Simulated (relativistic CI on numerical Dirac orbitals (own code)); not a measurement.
## Slater and spin-orbit integrals, Ni X

Calculated at this level of theory: Dirac-Coulomb-Breit CI, separate exchange-only KLI orbitals for each configuration, model QED, unscaled Slater integrals (own radial code, finite nucleus).

Slater integrals F^k, G^k are unscaled and averaged over j, outside the closed core [Ne]; ζ comes from projecting the Hamiltonian with its Breit term on Σ l·s of the shell.

- 3s²3p⁶3d: ζ(3d) = 1244.1 cm⁻¹; <r>(3d) = 0.6708, <r^2>(3d) = 0.5325 (bohr units).
- 3s²3p⁵3d²: ζ(3p) = 14577, F^2(3d,3d) = 147580, F^4(3d,3d) = 94177, F^2(3p,3d) = 142110, G^1(3p,3d) = 167620, G^3(3p,3d) = 106620, ζ(3d) = 1205.2 cm⁻¹; <r>(3p) = 0.689, <r^2>(3p) = 0.5489, <r>(3d) = 0.6724, <r^2>(3d) = 0.535 (bohr units).
- 3s3p⁶3d²: F^2(3d,3d) = 147330, F^4(3d,3d) = 94008, G^2(3s,3d) = 129250, ζ(3d) = 1239.7 cm⁻¹; <r>(3s) = 0.682, <r^2>(3s) = 0.5306, <r>(3d) = 0.6734, <r^2>(3d) = 0.5367 (bohr units).

**Question.** Give the Racah parameters of the d shell in 3s²3p⁵3d².

**Answer.** B = F²/49 − 5F⁴/441 = 1944 cm⁻¹ and C = 35F⁴/441 = 7474 cm⁻¹.

Averages of the first 10 configurations, taken without configuration mixing, which lowers the lowest level and can move excited configurations by several eV; other configurations of the list can lie among them:

```tsv
Configuration	Parity	States	Average energy above the lowest level (eV)
3s²3p⁶3d	even	10	0.6
3s²3p⁵3d²	odd	270	66.6
3s3p⁶3d²	even	90	116.3
3s²3p⁶4s	even	2	82.4
3s²3p⁶4p	odd	6	96.7
3s²3p⁶4d	even	10	118.5
3s²3p⁶4f	odd	14	135.4
3s²3p⁶5s	even	2	143.5
3s²3p⁵3d4s	odd	120	146.8
3s²3p⁶5p	odd	6	149.9
```
